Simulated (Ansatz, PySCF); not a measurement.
isopropylamine cation (C₃H₉N), SMILES CC(C)N (connectivity only; charge and spin as stated), charge +1, multiplicity 2. Atoms are numbered in the order given.

```xyz
13

C      0.1125     0.7007    -1.3017
C     -0.2830    -0.0039     0.0000
C      0.1125     0.7007     1.3017
N      0.0598    -1.3776     0.0000
H     -0.3439     1.6991    -1.3220
H      1.2067     0.8165    -1.3448
H     -0.2304     0.1515    -2.1919
H     -1.4190    -0.0484     0.0000
H     -0.2304     0.1515     2.1919
H      1.2067     0.8165     1.3448
H     -0.3439     1.6991     1.3220
H      0.1550    -1.9072     0.8745
H      0.1550    -1.9072    -0.8745
```
Charge +1, spin multiplicity 2.

Geometry: B3LYP-D3(BJ)/def2-SVP. The multiplicity is an assumed one; other spin states were not compared. The values are those of a single conformer.

Two levels are set side by side: PBE-D3(BJ)/def2-SVP (Ansatz, a program for electronic structure) and B3LYP-D3(BJ)/def2-SVP (Ansatz). Each level has its own optimised geometry; the coordinates shown are those of the second. Frequencies come from the Hessian of PySCF at each geometry. Differences are taken from unrounded values.

```json
[
 {"quantity": "mean bond length (Å)", "B3LYP-D3(BJ)": "1.189", "PBE-D3(BJ)": "1.195", "PBE-D3(BJ) minus B3LYP-D3(BJ)": "0.006"},
 {"quantity": "bond C1–C2 (Å)", "B3LYP-D3(BJ)": "1.532", "PBE-D3(BJ)": "1.533", "PBE-D3(BJ) minus B3LYP-D3(BJ)": "0.001"},
 {"quantity": "bond C2–C3 (Å)", "B3LYP-D3(BJ)": "1.532", "PBE-D3(BJ)": "1.533", "PBE-D3(BJ) minus B3LYP-D3(BJ)": "0.001"},
 {"quantity": "bond C2–N4 (Å)", "B3LYP-D3(BJ)": "1.416", "PBE-D3(BJ)": "1.410", "PBE-D3(BJ) minus B3LYP-D3(BJ)": "-0.006"},
 {"quantity": "bond C1–H5 (Å)", "B3LYP-D3(BJ)": "1.098", "PBE-D3(BJ)": "1.105", "PBE-D3(BJ) minus B3LYP-D3(BJ)": "0.007"},
 {"quantity": "bond C1–H6 (Å)", "B3LYP-D3(BJ)": "1.101", "PBE-D3(BJ)": "1.110", "PBE-D3(BJ) minus B3LYP-D3(BJ)": "0.009"},
 {"quantity": "bond C1–H7 (Å)", "B3LYP-D3(BJ)": "1.101", "PBE-D3(BJ)": "1.108", "PBE-D3(BJ) minus B3LYP-D3(BJ)": "0.007"},
 {"quantity": "bond C2–H8 (Å)", "B3LYP-D3(BJ)": "1.137", "PBE-D3(BJ)": "1.151", "PBE-D3(BJ) minus B3LYP-D3(BJ)": "0.014"},
 {"quantity": "bond C3–H9 (Å)", "B3LYP-D3(BJ)": "1.101", "PBE-D3(BJ)": "1.108", "PBE-D3(BJ) minus B3LYP-D3(BJ)": "0.007"},
 {"quantity": "bond C3–H10 (Å)", "B3LYP-D3(BJ)": "1.101", "PBE-D3(BJ)": "1.110", "PBE-D3(BJ) minus B3LYP-D3(BJ)": "0.009"},
 {"quantity": "bond C3–H11 (Å)", "B3LYP-D3(BJ)": "1.098", "PBE-D3(BJ)": "1.105", "PBE-D3(BJ) minus B3LYP-D3(BJ)": "0.007"},
 {"quantity": "bond N4–H12 (Å)", "B3LYP-D3(BJ)": "1.027", "PBE-D3(BJ)": "1.032", "PBE-D3(BJ) minus B3LYP-D3(BJ)": "0.005"},
 {"quantity": "bond N4–H13 (Å)", "B3LYP-D3(BJ)": "1.027", "PBE-D3(BJ)": "1.032", "PBE-D3(BJ) minus B3LYP-D3(BJ)": "0.005"},
 {"quantity": "highest harmonic wavenumber (cm⁻¹)", "B3LYP-D3(BJ)": "3557", "PBE-D3(BJ)": "3503", "PBE-D3(BJ) minus B3LYP-D3(BJ)": "-54"},
 {"quantity": "mean harmonic wavenumber (cm⁻¹)", "B3LYP-D3(BJ)": "1558", "PBE-D3(BJ)": "1516", "PBE-D3(BJ) minus B3LYP-D3(BJ)": "-42"},
 {"quantity": "zero-point energy (kcal/mol)", "B3LYP-D3(BJ)": "73.49", "PBE-D3(BJ)": "71.50", "PBE-D3(BJ) minus B3LYP-D3(BJ)": "-1.99"}
]
```

Exact exchange shortens and stiffens bonds; PBE has none. Differences between two approximate levels are no errors against the true value.
